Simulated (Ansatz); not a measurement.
Ge2S4⁻ (the lowest doublet isomer of a short search). Charge -1, multiplicity 2. Geometry PBE-D4/def2-SVPD, basis def2-TZVPD, Ansatz.

Cartesian coordinates in Å:
```
Ge -0.9447 -0.9126 0.5343
Ge 0.6656 1.4646 -0.6684
S 2.7156 1.6900 -1.2045
S -2.1224 -2.4290 1.3350
S 0.1938 0.6538 1.5792
S -0.5080 -0.4670 -1.5757
```

| run | HOMO (eV) | LUMO (eV) |
| --- | --- | --- |
| A | -2.34 | 0.09 |
| B | -1.63 | -0.45 |
| C | -2.57 | 0.25 |
| D | -1.16 | -0.56 |
| E | -2.00 | -0.17 |
| F | -1.34 | -0.64 |

The structure comes from a short search, and lower isomers may exist.

HOMO and LUMO are taken over both spins.

**Question.** The runs used BLYP, PBE, PBE0, r2SCAN, r2SCAN0, r2SCANh. Estimate which is which.

**Answer.** A PBE0 (25 % exact exchange); B r2SCAN (0 % exact exchange); C r2SCAN0 (25 % exact exchange); D BLYP (0 % exact exchange); E r2SCANh (10 % exact exchange); F PBE (0 % exact exchange). Exact exchange lowers occupied and raises empty levels; among semilocal functionals meta-GGAs tend to open the gap a little, and such runs are hard to tell apart. The gap grows from 0.60 eV (BLYP) to 2.82 eV (r2SCAN0).
